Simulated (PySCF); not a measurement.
A calculated (wB97M-V, PySCF 2.14, aug-cc-pCVQZ-DK, scalar relativity by spin-free X2C-1e) atom or ion has these occupied shells.

```json
{"shell": "1s α", "electrons": "1", "orbital energy (eV)": "-126.44", "rms radius, mean of both spins (bohr)": "0.486"}
{"shell": "1s β", "electrons": "1", "orbital energy (eV)": "-125.80", "rms radius, mean of both spins (bohr)": "0.486"}
{"shell": "2s α", "electrons": "1", "orbital energy (eV)": "-17.167", "rms radius, mean of both spins (bohr)": "2.47"}
```

Task: Name the element and its charge.

Result: Be⁺ (beryllium, charge +1), in [He] 2s1, 2S determinant.
